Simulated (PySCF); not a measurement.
C4H6BF, SMILES FB(CC)C#C. Heavy atoms are numbered as in [CH:1]#[C:2][B:3]([F:4])[CH2:5][CH3:6]. Hydrogens are named by the atom that carries them.

Coordinates come from a PBE-D3(BJ)/def2-SVP optimisation. The structure was generated by enumeration, and PubChem lists no compound with its InChIKey, so it may never have been made. The values are those of a single conformer.

All values below come from PBE0/pcSseg-1 (PySCF).

GIAO shieldings, no solvent; atoms alike by connectivity are averaged. δ = σ(ref) − σ: ¹³C against TMS (σ = 186.3 ppm); ¹¹B against BF3 (σ = 88.8 ppm); ¹⁹F against CFCl3 (σ = 167.2 ppm); ¹H against TMS (σ = 31.56 ppm), references at their B3LYP-D3(BJ)/def2-TZVP geometries, non-relativistic.

**Question.** Estimate the chemical shifts. (An estimate is asked for; the answer gives what the named calculation found.)

**Answer.** 
```csv
nucleus,atoms,count,δ (ppm)
¹³C,C1 (CH),1,112.2
¹³C,C2,1,92.1
¹³C,C5 (CH2),1,20.7
¹³C,C6 (CH3),1,13.5
¹¹B,B3,1,35.3
¹⁹F,F4,1,-21.0
¹H,H on C1,1,3.73
¹H,H on C6,3,1.67
¹H,H on C5,2,1.48
```
